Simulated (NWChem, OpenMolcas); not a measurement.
# How methods differ on InPH6 (SMILES [PH3+][InH3-])

InPH6 has 8 atoms, charge 0, and is taken as a singlet. SMILES: `[PH3+][InH3-]`. The shape is that of a PBE0-D4/def2-TZVP optimisation.

```xyz
8

P    -0.5933    0.0626   -1.0266
In    0.8220   -0.0999    1.3628
H    -1.9975   -0.0772   -1.0218
H    -0.3189   -0.8557   -2.0621
H    -0.5268    1.2405   -1.8008
H     0.0233    1.2408    2.1119
H     2.3761    0.1407    0.6389
H     0.3074   -1.7088    1.7418
```

Each level gives the vertical ionisation energy (to the doublet cation) (eV). The values are calculated.

| level | kind | program | value (eV) | CPU time (all runs) |
| --- | --- | --- | --- | --- |
| BLYP/def2-SVP (core potential) | GGA | OpenMolcas | 9.31 | 3.2 min |
| PBE/def2-SVP (core potential) | GGA | OpenMolcas | 9.41 | 87 s |
| M06-L/def2-SVP (core potential) | meta-GGA | OpenMolcas | 9.59 | 93 s |
| TPSS/def2-SVP (core potential) | meta-GGA | OpenMolcas | 9.55 | 2.6 min |
| r2SCAN/def2-SVP (core potential) | meta-GGA | OpenMolcas | 9.54 | 92 s |
| M06-2X/def2-SVP (core potential) | hybrid meta-GGA | NWChem | 9.78 | 2.8 min |
| PBE0/def2-SVP (core potential) | global hybrid | OpenMolcas | 9.64 | 57 s |
| MP2/def2-SVP (core potential) | perturbation theory | NWChem | 9.72 | 1.7 min |

Spin-orbit coupling, which can split open shells on such heavy atoms by tenths of an eV, is left out. The values span 9.31 to 9.78 eV. In the correlated wave-function rows the outer d shell of In is correlated, in sets not made for it. Times are those of the runs behind each value, whatever else they computed, on shared processors of several kinds: orders of magnitude only.
